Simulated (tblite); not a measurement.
Task: Write a Z-matrix for InChI=1S/C6H9NS/c1-6(8)4-3-5-7-2/h3-5H,1-2H3/b4-3+,7-5+ as optimised with GFN2-xTB.

Result: 
Z-matrix in Å and degrees, rows numbered from 1:
```
C 
N   1  1.4197
C   2  1.2656  1  120.70
C   3  1.4422  2  121.87  1  -179.76
C   4  1.3502  3  122.80  2    -0.82
C   5  1.4300  4  125.69  3   179.46
C   6  1.4932  5  120.56  4    -0.20
S   6  1.6438  5  119.24  4   179.91
H   1  1.0916  2  108.07  3  -122.83
H   1  1.0917  2  108.14  3   121.52
H   1  1.0997  2  113.94  3    -0.62
H   3  1.1016  2  122.06  1    -0.04
H   4  1.0811  3  116.05  2   179.08
H   5  1.0814  4  117.80  3    -0.35
H   7  1.0869  6  110.13  5  -178.03
H   7  1.0903  6  110.22  5    61.75
H   7  1.0899  6  110.48  5   -57.55
```

The 2 C–N bonds span 1.266 Å (N2=C3, drawn double) to 1.420 Å (C1–N2, drawn single), a spread of 0.154 Å. The C–C distances run from 1.350 Å (C4=C5, drawn double) to 1.493 Å (C6–C7, drawn single), a spread of 0.143 Å. The 8 heavy atoms lie in one plane (0.010 Å rms). N2 (imine nitrogen) is bent (angle 120.7°).

The geometry is computed with GFN2-xTB (gas phase).

Point group: near Cs, missed by 0.11 Å at most; the miss may be what the optimiser left on a soft mode. Its GFN2-xTB frequencies are all real (lowest 56 cm⁻¹). One conformer, not necessarily the lowest (N2–C3–C4–C5 -1°, C4–C5–C6–C7 0°).
